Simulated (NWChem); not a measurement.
Molecule: C2H6OSi; SMILES O=CC[SiH3]

```xyz
10

O     -0.4665     2.1116    -0.2183
C      0.1600     1.2862     0.3912
C      0.8021     0.0805    -0.2172
Si    -0.2492    -1.4904     0.0030
H      0.2802     1.3675     1.5049
H      1.7740    -0.1193     0.2645
H      0.9469     0.2448    -1.2967
H     -1.5448    -1.3444    -0.7205
H     -0.5173    -1.7221     1.4545
H      0.5083    -2.6534    -0.5463
```
Atoms are numbered in this order, from 1.

Computed with NWChem. Pople sets run with spherical d functions. Coordinates come from a PBE0/def2-SVP optimisation.

Question: Predict the results for PBE0/6-31+G*. Quantities: highest occupied level (eV); orbital gap (eV); dipole (D).

Answer: The highest occupied level (eV) is -7.54, the orbital gap (eV) is 6.63 and the dipole (D) comes out as 2.91.
